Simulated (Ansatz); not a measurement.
Steps of a relaxation of C2H7GeIn with RKS PBE0-D4/def2-TZVP.

```sh
$ ansatz run in.yaml --threads 4 --pin off --events-out ev --progress --plain --max-ram 10444MiB
```

```yaml
crystal:
  periodic: [false, false, false]
  atoms:
    - {symbol: C, position_ang: [-1.588680, 1.148138, -0.258799]}
    - {symbol: C, position_ang: [-0.402497, 1.370150, -0.869262]}
    - {symbol: In, position_ang: [0.276603, -0.110160, -2.471343]}
    - {symbol: Ge, position_ang: [1.173212, -1.363364, 0.852276]}
    - {symbol: H, position_ang: [-2.202259, 0.247291, -0.469463]}
    - {symbol: H, position_ang: [-2.036875, 1.833407, 0.489600]}
    - {symbol: H, position_ang: [0.130666, 2.301433, -0.583808]}
    - {symbol: H, position_ang: [2.138734, -0.547243, -0.049861]}
    - {symbol: H, position_ang: [0.597820, -0.462659, 1.965548]}
    - {symbol: H, position_ang: [1.948660, -2.561843, 1.460104]}
    - {symbol: H, position_ang: [0.029914, -1.911950, -0.044691]}
basis:
  gaussian: {orbitals: def2-TZVP}
hamiltonian: {xc: pbe0, dispersion: d4}
relax: {f_tol: 0.005, max_steps: 150}
```

Positions (Å) and forces (eV/Å) along the path, 12 of 54 steps:

```xyz
11
step=1 energy=-63869.7364 eV
C    -1.589    1.148   -0.259    0.332    0.092   -0.158
C    -0.402    1.370   -0.869   -0.541    0.022    0.338
In    0.277   -0.110   -2.471   -0.106    0.233    0.233
Ge    1.173   -1.363    0.852   -0.002    0.002    0.026
H    -2.202    0.247   -0.469    0.343    0.477    0.096
H    -2.037    1.833    0.490    0.258   -0.364   -0.406
H     0.131    2.301   -0.584   -0.289   -0.455   -0.121
H     2.139   -0.547   -0.050   -0.136   -0.118    0.124
H     0.598   -0.463    1.966    0.095   -0.149   -0.168
H     1.949   -2.562    1.460   -0.119    0.185   -0.096
H     0.030   -1.912   -0.045    0.166    0.075    0.131
11
step=13 energy=-63869.7782 eV
C    -1.637    1.178   -0.329    0.081   -0.004    0.034
C    -0.415    1.354   -0.837   -0.046   -0.016    0.016
In    0.233   -0.041   -2.467   -0.001    0.003   -0.001
Ge    1.211   -1.379    0.872   -0.001    0.004    0.001
H    -2.289    0.362   -0.649   -0.012    0.012   -0.025
H    -2.068    1.814    0.446   -0.005    0.000   -0.019
H     0.161    2.193   -0.438   -0.014    0.004   -0.008
H     2.110   -0.607   -0.111   -0.006   -0.004    0.003
H     0.722   -0.441    1.978    0.002   -0.004   -0.003
H     2.019   -2.541    1.471   -0.002    0.004   -0.003
H     0.019   -1.949    0.085    0.004    0.000    0.004
11
step=17 energy=-63869.7787 eV
C    -1.647    1.182   -0.341   -0.001   -0.007   -0.003
C    -0.412    1.346   -0.820   -0.002    0.000    0.008
In    0.237   -0.029   -2.466    0.000    0.001    0.000
Ge    1.216   -1.380    0.874   -0.002   -0.001    0.000
H    -2.311    0.392   -0.702    0.007    0.010    0.001
H    -2.085    1.809    0.436    0.000   -0.001   -0.001
H     0.170    2.164   -0.388   -0.004   -0.003   -0.005
H     2.093   -0.625   -0.144   -0.002   -0.001    0.000
H     0.755   -0.423    1.975    0.001    0.000   -0.001
H     2.041   -2.530    1.472    0.001    0.000    0.000
H     0.007   -1.963    0.125    0.002    0.002    0.002
11
step=25 energy=-63869.7791 eV
C    -1.690    1.198   -0.389    0.009    0.018    0.001
C    -0.414    1.327   -0.759   -0.002   -0.005    0.000
In    0.277    0.033   -2.452    0.000    0.001   -0.001
Ge    1.239   -1.388    0.875   -0.004    0.000   -0.001
H    -2.363    0.481   -0.865   -0.004   -0.008    0.001
H    -2.155    1.787    0.402   -0.001   -0.004   -0.002
H     0.175    2.074   -0.221   -0.003   -0.002    0.001
H     2.048   -0.730   -0.262   -0.005   -0.004    0.004
H     0.892   -0.341    1.936    0.001   -0.002   -0.005
H     2.093   -2.508    1.488   -0.001    0.000   -0.001
H    -0.037   -1.991    0.269    0.009    0.006    0.003
11
step=37 energy=-63869.7796 eV
C    -1.693    1.164   -0.422    0.016   -0.006    0.008
C    -0.403    1.347   -0.717   -0.023    0.008    0.008
In    0.395    0.220   -2.481   -0.002    0.005    0.010
Ge    1.222   -1.395    0.879   -0.023    0.029   -0.020
H    -2.326    0.475   -0.987    0.009    0.015    0.008
H    -2.208    1.673    0.395    0.011   -0.010   -0.021
H     0.141    2.057   -0.089   -0.009   -0.013   -0.011
H     1.918   -0.917   -0.418   -0.022   -0.015    0.038
H     1.069   -0.215    1.846    0.004   -0.034   -0.030
H     2.099   -2.488    1.509   -0.001    0.000   -0.001
H    -0.148   -1.978    0.505    0.041    0.019    0.012
11
step=39 energy=-63869.7799 eV
C    -1.691    1.158   -0.423    0.000    0.003   -0.001
C    -0.403    1.353   -0.715   -0.005    0.002    0.010
In    0.409    0.233   -2.476    0.000    0.002   -0.004
Ge    1.219   -1.395    0.879   -0.009    0.007   -0.006
H    -2.319    0.469   -0.993    0.004    0.003    0.005
H    -2.212    1.662    0.393    0.005   -0.005   -0.008
H     0.135    2.064   -0.083   -0.003   -0.005   -0.004
H     1.903   -0.932   -0.428   -0.005   -0.003    0.009
H     1.085   -0.208    1.836    0.002   -0.010   -0.008
H     2.097   -2.489    1.507    0.000    0.000    0.001
H    -0.157   -1.972    0.524    0.012    0.006    0.005
11
step=40 energy=-63869.7804 eV
C    -1.685    1.137   -0.431    0.013    0.017   -0.013
C    -0.399    1.371   -0.707   -0.021   -0.006    0.012
In    0.460    0.309   -2.483   -0.002    0.005    0.002
Ge    1.207   -1.398    0.881   -0.022    0.020   -0.014
H    -2.289    0.444   -1.021    0.008    0.000    0.010
H    -2.226    1.611    0.390    0.008   -0.009   -0.009
H     0.114    2.084   -0.056   -0.004   -0.008   -0.004
H     1.840   -0.999   -0.475   -0.019   -0.007    0.032
H     1.152   -0.174    1.802    0.000   -0.029   -0.027
H     2.090   -2.490    1.504    0.001   -0.003    0.002
H    -0.199   -1.951    0.616    0.038    0.019    0.008
11
step=42 energy=-63869.7809 eV
C    -1.678    1.121   -0.435    0.035    0.006   -0.011
C    -0.394    1.381   -0.698   -0.042   -0.006    0.014
In    0.499    0.356   -2.479   -0.001    0.004    0.002
Ge    1.198   -1.399    0.881   -0.037    0.034   -0.017
H    -2.263    0.417   -1.032    0.008    0.010    0.003
H    -2.236    1.581    0.382    0.007   -0.006   -0.003
H     0.098    2.101   -0.040   -0.006   -0.006   -0.008
H     1.789   -1.038   -0.504   -0.006   -0.014    0.029
H     1.196   -0.154    1.774    0.004   -0.033   -0.019
H     2.083   -2.494    1.497    0.000    0.001   -0.001
H    -0.227   -1.928    0.675    0.039    0.011    0.010
11
step=48 energy=-63869.7819 eV
C    -1.667    1.089   -0.453   -0.001    0.012   -0.008
C    -0.390    1.403   -0.681   -0.001   -0.003    0.005
In    0.571    0.470   -2.478   -0.002    0.002    0.005
Ge    1.181   -1.398    0.882   -0.011    0.010   -0.007
H    -2.217    0.392   -1.090    0.005    0.004    0.013
H    -2.255    1.497    0.371    0.008   -0.010   -0.010
H     0.068    2.112    0.014   -0.008   -0.006   -0.004
H     1.676   -1.141   -0.562   -0.012    0.000    0.024
H     1.301   -0.109    1.702   -0.003   -0.021   -0.019
H     2.072   -2.493    1.490   -0.001    0.000    0.001
H    -0.274   -1.878    0.823    0.027    0.012    0.001
11
step=52 energy=-63869.7822 eV rejected
C    -1.661    1.068   -0.465    0.001    0.017   -0.011
C    -0.387    1.416   -0.663   -0.009   -0.003    0.005
In    0.624    0.538   -2.459    0.000    0.000    0.001
Ge    1.171   -1.399    0.880   -0.006    0.007   -0.007
H    -2.182    0.369   -1.124    0.004   -0.008    0.002
H    -2.274    1.447    0.353    0.002   -0.003    0.004
H     0.038    2.124    0.052    0.002   -0.003   -0.001
H     1.593   -1.208   -0.596   -0.002   -0.001    0.008
H     1.378   -0.084    1.639   -0.001   -0.009   -0.002
H     2.063   -2.498    1.481   -0.001   -0.001    0.001
H    -0.297   -1.830    0.921    0.011    0.003    0.001
11
step=53 energy=-63869.7822 eV
C    -1.662    1.071   -0.464    0.003   -0.002    0.003
C    -0.388    1.415   -0.666   -0.005    0.001    0.002
In    0.618    0.529   -2.461    0.000    0.000   -0.001
Ge    1.173   -1.399    0.881   -0.004    0.003    0.000
H    -2.186    0.370   -1.118    0.001    0.001   -0.001
H    -2.272    1.454    0.355    0.000    0.001   -0.001
H     0.041    2.124    0.046    0.000    0.000   -0.002
H     1.603   -1.198   -0.592    0.000   -0.001    0.002
H     1.370   -0.089    1.649    0.001   -0.003   -0.001
H     2.064   -2.498    1.480    0.000    0.000   -0.001
H    -0.295   -1.835    0.910    0.003    0.001    0.000
11
step=54 energy=-63869.7822 eV
C    -1.660    1.066   -0.465   -0.005    0.004   -0.003
C    -0.388    1.418   -0.664   -0.001    0.003    0.002
In    0.626    0.542   -2.459    0.001   -0.001    0.001
Ge    1.171   -1.399    0.881    0.002    0.000    0.001
H    -2.178    0.361   -1.120    0.002    0.000    0.002
H    -2.275    1.447    0.351    0.003   -0.004    0.000
H     0.034    2.132    0.048    0.000   -0.003   -0.002
H     1.590   -1.207   -0.596   -0.001    0.001    0.000
H     1.386   -0.089    1.644   -0.001    0.000   -0.002
H     2.059   -2.503    1.476    0.001   -0.001    0.000
H    -0.299   -1.824    0.926   -0.001    0.001   -0.001
```

Hardware: 4 threads of an Arm Neoverse N1 on a shared host. Wall time 6.3 min, peak host memory 0.66 GiB.
